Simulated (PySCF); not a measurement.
2-chloro-3,3-difluoroprop-1-ene (C₃H₃ClF₂), SMILES C=C(C(F)F)Cl. Atoms are numbered in the order given.

```xyz
9

C     -1.5784    -0.5798    -0.6996
C     -0.5265     0.0708    -0.2126
Cl    -0.6447     1.6102     0.5627
C      0.8895    -0.4387    -0.2807
F      0.9285    -1.6131    -0.9395
F      1.3734    -0.6374     0.9615
H     -1.4292    -1.5469    -1.1823
H     -2.5855    -0.1669    -0.6276
H      1.5506     0.2808    -0.7966
```

Coordinates come from a PBE0-D3(BJ)/def2-SVP optimisation. One conformer was computed; it need not be the lowest.

The numbers are results of PySCF with PBE0/pcSseg-1, not measurements.

GIAO shieldings, no solvent; atoms listed in one row are averaged. δ = σ(ref) − σ: ¹³C against TMS (σ = 186.3 ppm); ³⁵Cl against HCl (σ = 945.9 ppm); ¹⁹F against CFCl3 (σ = 167.2 ppm); ¹H against TMS (σ = 31.56 ppm), references at their B3LYP-D3(BJ)/def2-TZVP geometries, non-relativistic (without spin–orbit terms, shifts of atoms bonded to Cl or Br come out too high).

Computed chemical shifts:
```
nucleus  atoms  count  δ (ppm)
-------  -----  -----  -------
¹³C         C2      1    149.4
¹³C         C1      1    125.6
¹³C         C4      1    116.0
³⁵Cl       Cl3      1    219.9
¹⁹F         F6      1   -142.7
¹⁹F         F5      1   -150.9
¹H          H7      1     6.54
¹H          H8      1     6.19
¹H          H9      1     6.02
```
